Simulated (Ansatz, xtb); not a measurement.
Relative energy of two isomers of C6H6O2

We compare X, `Oc1ccc(O)cc1`, a singlet, with Y, `Oc1cccc(O)c1`, a singlet. Both are isolated molecules in the gas phase, relaxed with r2SCAN-D4/def2-SVP; the shapes shown needn't be the lowest conformers.

X (Å):

```xyz
14

C    -3.7856    0.8912    0.9955
C    -3.2130   -0.3142    0.5706
C    -1.8254   -0.4625    0.5475
C    -0.9873    0.5884    0.9477
C    -1.5598    1.7938    1.3725
C    -2.9474    1.9421    1.3955
O    -5.1436    0.9861    0.9998
O     0.3708    0.4934    0.9434
H    -5.3901    1.8658    1.3136
H    -3.8708   -1.1299    0.2599
H    -1.3884   -1.4104    0.2131
H     0.6173   -0.3862    0.6297
H    -0.9020    2.6094    1.6832
H    -3.3845    2.8900    1.7299
```

Y (Å):

```xyz
14

C    -3.6473    0.9417    0.9449
C    -3.4540   -0.3866    0.5417
C    -2.1537   -0.8903    0.4772
C    -1.0457   -0.1062    0.8033
C    -1.2490    1.2209    1.2054
C    -2.5476    1.7471    1.2771
O    -4.9203    1.4065    0.9992
O    -0.1560    1.9611    1.5166
H    -4.9062    2.3279    1.2894
H    -4.3243   -0.9951    0.2878
H    -1.9989   -1.9268    0.1628
H    -0.0264   -0.4948    0.7547
H    -0.4401    2.8477    1.7748
H    -2.7029    2.7868    1.5924
```

**Question.** Estimate which is lower in electronic energy at CCSD(T)/def2-SVP + ΔMP2/def2-TZVPP, and by roughly how much.

**Answer.** Too close to call at this level: CCSD(T)/def2-SVP + ΔMP2/def2-TZVPP gives E(Y) − E(X) = −1.33 kcal/mol.

Level by level:

| level | geometry | E(Y) − E(X) (kcal/mol) | departure from the last row (kcal/mol) | job, with rough time for the two |
| --- | --- | --- | --- | --- |
| GFN2-xTB | GFN2-xTB | −0.62 | +0.71 | optimisation, 0.088 s |
| HF/STO-3G | GFN2-xTB | −1.18 | +0.15 | single point, 0.32 s |
| r2SCAN-D4/def2-SVP//GFN2-xTB | GFN2-xTB | −1.86 | −0.53 | single point, 3.1 s |
| r2SCAN-D4/def2-SVP | r2SCAN-D4/def2-SVP | −1.92 | −0.59 | optimisation, 15 s |
| HF/def2-SVP | r2SCAN-D4/def2-SVP | −2.74 | −1.41 | part of the CCSD(T) run |
| MP2/def2-SVP | r2SCAN-D4/def2-SVP | −1.06 | +0.27 | part of the CCSD(T) run |
| CCSD(T)/def2-SVP | r2SCAN-D4/def2-SVP | −1.54 | −0.20 | single point |
| CCSD(T)/def2-SVP + ΔMP2/def2-TZVPP | r2SCAN-D4/def2-SVP | −1.33 |  | single point, 70 s |

As drawn, both hold the same kinds of bond in the same numbers.

The largest departure from CCSD(T)/def2-SVP + ΔMP2/def2-TZVPP is that of HF/def2-SVP, 1.41 kcal/mol. The last row adds to CCSD(T) the change of the MP2 difference between the two basis sets, here +0.20 kcal/mol.

With thermal terms from frequencies at re-optimised GFN2-xTB minima (ideal gas, soft modes damped towards free rotors, one conformer each, 298.15 K, 1 atm): on the last row, ΔE + ΔZPE = −1.30, ΔH = −1.32, ΔG = −1.28 kcal/mol.

The correlated steps freeze 8 core orbitals. Programs: Ansatz 0.2.0, xtb 6.7.1; the last row on 4 threads of Arm Neoverse V2 on a shared host.
